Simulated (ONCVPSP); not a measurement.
## Transferability test, ONCV potential for As

```json
{"Element": "As", "Generator": "ONCVPSP 4.0.1", "Type": "optimised norm-conserving Vanderbilt (ONCV)", "Functional": "PBE", "Relativity": "scalar-relativistic", "Frozen core": "[Ar] 3d10", "Valence charge": "5", "Reference configuration": "4s1.75 4p3.25", "Partial waves": "4s: rc 1.60 bohr, ncon 3, nbas 6, qcut 4.5 1/bohr, 2 projectors, debl 1.6 Ha; 4p: rc 1.45 bohr, ncon 4, nbas 8, qcut 6 1/bohr, 2 projectors, debl 2.8 Ha; d scattering state at 0.04 Ha: rc 1.45 bohr, ncon 4, nbas 7, qcut 6.7 1/bohr, 2 projectors, debl 1.3 Ha", "Local potential": "polynomial inside 1.05 bohr (lpopt 4, dvloc0 0 Ha)", "Core correction": "none"}
```

Energies are relative to the spin-unpolarised reference configuration 4s1.75 4p3.25; without spin polarisation the order of configurations can differ from experiment.

Question: Give the all-electron excitation energy and the error of the potential for: 4s2 4p3; 4s2 4p2; 4s2 4p1; 4s1 4p4.

Answer:

```tsv
valence configuration	charge	ΔE all-electron (eV)	error AE − PS (meV)
4s2 4p3	0	-2.332	+0.5
4s2 4p2	+1	6.817	-4.4
4s2 4p1	+2	24.735	-27
4s1 4p4	0	7.085	+3.6
```

Note: ghosts flagged at negative energy: d at -37.5 eV; GHOST(+) flagged for s at 84.4 eV. A true bound ghost makes a file unfit for plane-wave use.
